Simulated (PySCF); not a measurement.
Molecule: `O=C(F)c1cccs1`, C5H3FOS.

Structure with atom numbers: `[O:1]=[C:2]([F:3])[c:4]1[cH:5][cH:6][cH:7][s:8]1`. Hydrogens are named by the atom that carries them.

Geometry PBE0-D3(BJ)/def2-SVP throughout; GIAO in PySCF 2.14, gas phase, one conformer, non-relativistic; equivalent atoms averaged; basis pcSseg-1.

For orientation, KT3 gives these absolute shieldings σ: O1 -57.4, C2 35.9, C7 51.7, C5 54.6, C4 56.9, C6 60.9, H(C5) 23.77, H(C7) 24.01, H(C6) 24.30 ppm.

A run gave: O1 -84.3, C2 26.1, C7 35.9, C5 41.0, C4 47.0, C6 52.4, H(C5) 23.41, H(C7) 23.55, H(C6) 24.12 ppm (absolute shieldings σ).

Which functional was used in that run?
A. CAM-B3LYP
B. KT2
C. PBE
D. LC-wPBE

Answers

D. C7 tells them apart best: LC-wPBE gives 35.9, KT2 gives 51.2, PBE gives 39.6, CAM-B3LYP gives 31.5 ppm.
